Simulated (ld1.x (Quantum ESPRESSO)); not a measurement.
**Pseudopotential generation for Ir (Z = 77): PAW, PBE, non-relativistic.**

| Item | Value |
| --- | --- |
| Element | iridium (Ir) |
| Generator | ld1.x (Quantum ESPRESSO) 7.5 |
| Type | PAW |
| Functional | PBE |
| Relativity | non-relativistic |
| Frozen core | [Kr] 4d10 4f14 |
| Valence charge | 17 |
| Reference configuration | 5s2 5p6 5d7 6s1 6p1 |
| Partial waves | 5s (bound): rcut 1.40, rcutus 1.55 bohr; 6s (bound): rcut 1.40, rcutus 1.55 bohr; 5p (bound): rcut 1.55, rcutus 1.75 bohr; 6p (bound): rcut 1.55, rcutus 1.75 bohr; 5d (bound): rcut 1.20, rcutus 1.30 bohr; 5d channel at 1.1 Ry: rcut 1.20, rcutus 1.30 bohr |
| Local potential | all-electron potential smoothed inside 1.65 bohr (lloc = -1) |
| Core correction | a·sin(br)/r model core, default radius (core density twice the valence density) |
| Augmentation charge | PSQ, inside the norm-conserving radii |

All-electron outer shells of the reference configuration (PBE, non-relativistic, ld1.x):

| shell | level (eV) | outermost node (bohr) | outermost maximum (bohr) |
| --- | --- | --- | --- |
| 4d | -296.97 | 0.21 | 0.43 |
| 5s | -80.46 | 0.55 | 0.98 |
| 4f | -75.61 | – | 0.39 |
| 5p | -52.54 | 0.56 | 1.04 |
| 5d | -10.34 | 0.59 | 1.28 |
| 6s | -6.00 | 1.29 | 2.67 |
| 6p | -2.11 | 1.44 | 3.51 |

Does the generator finish with these settings?

Yes, a potential is produced and its reference levels are reproduced.

Is the overlap operator S = 1 + Σ q|β⟩⟨β| positive definite (Bessel basis up to 400 Ry)?

No: its lowest eigenvalue is -0.035, in the p channel, so the generalised eigenproblem breaks down once the basis is large enough.

Tests: 5s2 5p6 5d7 6s2 6p0; 5s2 5p6 5d7 6s1 6p0; 5s2 5p6 5d7 6s0 6p0; 5s2 5p6 5d7 6s0 6p1; 5s2 5p6 5d8 6s0 6p0; 5s2 5p6 5d6 6s0 6p0; 5s2 5p6 5d7 6s0 6p2. Which has the largest error in its energy relative to the reference configuration, and how large is it?

5s2 5p6 5d6 6s0 6p0, with -2.8 meV (all-electron minus pseudo) on +50.95 eV.

The ghost test of this file was not conclusive. Its overlap operator is not positive definite in a basis up to 400 Ry (lowest eigenvalue p -0.03), so the file is unfit for use: the generalised eigenproblem breaks down once the basis is large enough, and its test numbers describe a broken file.
